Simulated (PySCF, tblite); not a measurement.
Isomers of CH11O2PSi3. Level: GFN2-xTB in tblite, geometry and Hessian alike; calculated harmonic values, unscaled, isolated species. Errors from tens to a few hundred cm⁻¹ against measured bands are possible. Modes of hydrogen on phosphorus and silicon can be 10 to 20 % off. One conformer each.

Electronic energies: PBE0/pcSseg-1 single points on the GFN2-xTB geometries (PySCF, gas phase).

| SMILES | electronic energy, lowest = 0 (kcal/mol) |
| --- | --- |
| CO[Si@@H]([SiH2]O)[SiH2]P | 72.7 |
| CO[Si@H](O[SiH3])[SiH2]P | 43.6 |
| [SiH3]O[SiH2]CO[SiH2]P | 54.8 |
| C[Si@H](P)O[SiH2]O[SiH3] | 0.0 |

Question: How do GFN2-xTB zero-point energies change the relative energies?

Answer: 
```json
{"SMILES": "C[Si@H](P)O[SiH2]O[SiH3]", "ZPE (kcal/mol)": "70.4", "of it from modes above 1550 cm⁻¹": "39.1", "electronic (kcal/mol)": "0.0", "with ZPE, lowest = 0 (kcal/mol)": "0.0", "lowest mode (cm⁻¹)": "13i", "rings": "0"}
{"SMILES": "CO[Si@H](O[SiH3])[SiH2]P", "ZPE (kcal/mol)": "70.3", "of it from modes above 1550 cm⁻¹": "38.5", "electronic (kcal/mol)": "43.6", "with ZPE, lowest = 0 (kcal/mol)": "43.5", "lowest mode (cm⁻¹)": "14i", "rings": "0"}
{"SMILES": "[SiH3]O[SiH2]CO[SiH2]P", "ZPE (kcal/mol)": "69.2", "of it from modes above 1550 cm⁻¹": "37.5", "electronic (kcal/mol)": "54.8", "with ZPE, lowest = 0 (kcal/mol)": "53.6", "lowest mode (cm⁻¹)": "23", "rings": "0"}
{"SMILES": "CO[Si@@H]([SiH2]O)[SiH2]P", "ZPE (kcal/mol)": "71.3", "of it from modes above 1550 cm⁻¹": "40.0", "electronic (kcal/mol)": "72.7", "with ZPE, lowest = 0 (kcal/mol)": "73.6", "lowest mode (cm⁻¹)": "34", "rings": "0"}
```

The zero-point energies span 2.1 kcal/mol, from `[SiH3]O[SiH2]CO[SiH2]P` to `CO[Si@@H]([SiH2]O)[SiH2]P`. Slightly imaginary modes are left out of the zero-point energy: `C[Si@H](P)O[SiH2]O[SiH3]` 12.9i cm⁻¹ and `CO[Si@H](O[SiH3])[SiH2]P` 13.9i cm⁻¹. The order is unchanged.

Question: And how do the electronic energies of GFN2-xTB itself compare?

Answer: `C[Si@H](P)O[SiH2]O[SiH3]` 0.0; `CO[Si@H](O[SiH3])[SiH2]P` 46.3; `[SiH3]O[SiH2]CO[SiH2]P` 39.1; `CO[Si@@H]([SiH2]O)[SiH2]P` 90.4 kcal/mol, lowest = 0. Against the energies above, taken from the same isomer `C[Si@H](P)O[SiH2]O[SiH3]`, the largest difference is 17.7 kcal/mol.
